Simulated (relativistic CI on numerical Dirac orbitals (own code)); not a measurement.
## One change at a time: Gd13+

Base calculation: Dirac-Coulomb-Breit CI, KLI orbitals optimised for each configuration, model QED (radiative potential, 1s self-energy scaled to tabulated hydrogen-like ionisation energies), unscaled Slater integrals.

CI space (outside the closed core [Ar] 3d10 4p6): 4s2 4d10 4f5, 4s2 4d10 4f4 5p, 4s2 4d10 4f3 5s2, 4s2 4d10 4f3 5s 5p, 4s2 4d10 4f3 5p2, 4s2 4d10 4f3 5s 5d, 4s2 4d10 4f3 5p 5d, 4s2 4d10 4f4 5d, 4s2 4d10 4f3 5d2, 4s2 4d10 4f4 6s, 4s2 4d9 4f4 5s2, 4s2 4d10 4f4 6p, 4d10 4f7. Levels of other configurations are missing.

Variants: (1) valence Slater integrals scaled by 0.9; (2) one mean potential for all configurations; (3) only the first 3 configurations. Shifts of the energy above 4s2 4d10 4f3 5s2 4I°_9/2, in cm⁻¹, for the lowest level and the first level of each name with at least 55 % of one term (blank where a level changes its place among those of its configuration and J or its character, or is not in the variant):

```csv
Level,Base,Δ(1),Δ(2),Δ(3)
4s2 4d10 4f3 5s2 4I°_9/2,0.0,0.0,0.0,0.0
4s2 4d10 4f3 5s2 4I°_11/2,4544.0,+62.7,+178.0,-14.4
4s2 4d10 4f3 5s2 4I°_13/2,9217.4,+60.8,+332.1,-22.3
4s2 4d10 4f3 5s2 4I°_15/2,13927.0,+2.0,+462.1,-25.0
4s2 4d10 4f3 5s2 4F°_3/2,23514.1,-2086.4,-363.5,+563.7
4s2 4d10 4f3 5s2 2H°_9/2,24305.8,-2097.1,-331.4,+212.0
4s2 4d10 4f3 5s2 4F°_5/2,26112.9,-1993.3,-232.5,+550.0
4s2 4d10 4f3 5s2 4S°_3/2,28029.9,-2086.5,-214.3,+497.9
4s2 4d10 4f3 5s2 4F°_7/2,28114.4,-2062.6,-195.9,+509.0
4s2 4d10 4f3 5s2 4F°_9/2,30938.7,-1980.9,-64.7,+444.9
4s2 4d10 4f3 5s2 2H°_11/2,32041.1,-2072.6,-70.0,+158.2
4s2 4d10 4f3 5s2 2G°_7/2,34629.4,-2677.4,-321.7,+459.5
4s2 4d10 4f3 5s2 4G°_5/2,35215.1,-3122.8,-542.4,+908.0
4s2 4d10 4f3 5s2 2K°_13/2,37109.1,-3019.5,-391.5,+389.1
```

At this charge transitions that keep the count of f electrons are usually good to a few per cent. Terms inside the open d or f shell come out 10 to 20 % too wide with unscaled integrals. Levels and lines within the n = 5 or 6 shells can be off by up to 10 % or somewhat more, and those that change n by about 2 %, since core polarisation is missing. Levels that differ in their count of f electrons can be misplaced by several ten thousand cm⁻¹, since the correlation energy of f electrons is missing or only estimated; rates across such gaps can be off by orders of magnitude. The computed lowest level isn't the tabulated ground level, which NIST ASD gives as 4f5 6H°5/2; for such ions that label comes from theory and may be the wrong one.

Ionisation energy from one configuration of each of the two ions, the ground ones as tabulated or assumed: base 252.933 eV; valence Slater integrals scaled by 0.9 252.24 eV. The NIST ASD value (theoretical) is 268 ± 14 eV. The gap of more than 2 % comes from missing correlation, or from a tabulated value that is itself an estimate.

LS names give the leading component of a level, which can be under half, so a name can repeat, a term be missing and a line seem to break the LS rules.
